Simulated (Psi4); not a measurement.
A dimer, H3Al ··· H3Al (SMILES [AlH3] and [AlH3]); the first 4 atoms form monomer A.

```
8

Al     0.0000     0.0000     0.0000
H     -1.3538    -0.8141     0.0405
H      1.3816    -0.7659    -0.0421
H     -0.0278     1.5800     0.0016
Al     4.5948     1.8575    -0.2021
H      3.8710     2.0585     1.1881
H      3.7923     2.0628    -1.5478
H      6.1213     1.4512    -0.2467
```

Q: What interaction energy does Psi4 1.11 with SAPT0/jun-cc-pVDZ, frozen core give, and which attractive term is the largest?

A: Total -2.86 kJ/mol: electrostatics -2.18, exchange 0.69, induction -0.21, dispersion -1.16. The most attractive term is electrostatics.
